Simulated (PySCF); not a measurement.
# How methods differ on the ionisation energy of F(2+)

F(2+) [He] 2s2 2p3 [2p1/2^2 2p3/2^1, M_J = 3/2] → F(3+) [He] 2s2 2p2 [2p1/2^2, M_J = 0], as a difference of total energies. All numbers are calculated (PySCF 2.14, the two-component X2C-1e Hamiltonian, in x2c-TZVPall-2c). Correlated levels: 1s2 frozen. "Screened" scales the spin-orbit matrix elements by Boettger's factors to mimic the two-electron term; Breit and QED terms are absent.

```csv
method,ionisation energy (eV)
GHF (spin-free),62.331
GMP2 (spin-free),62.829
GHF (screened spin-orbit),62.300
GMP2 (screened spin-orbit),62.798
```

**Question.** How much does correlation contribute at GMP2 (screened spin-orbit)?

**Answer.** 62.798 − (62.300) = 0.498 eV, measured against GHF (screened spin-orbit).

Errors of the correlated levels include the incompleteness of this basis and the frozen core.

The labels give the starting determinants; with spin-orbit coupling the two ends relaxed to ⟨J²⟩ = 3.75, ⟨L²⟩ = 0.00, ⟨S²⟩ = 3.75 and ⟨J²⟩ = 1.97, ⟨L²⟩ = 2.00, ⟨S²⟩ = 2.00.

The determinant of F(3+) mixes levels of different J (the jj label is only the starting occupation), so the difference between spin-free and spin-orbit rows is not the physical spin-orbit shift.

For comparison: 62.708 eV (semi-empirical (NIST evaluation); NIST Atomic Spectra Database, ionization energies).
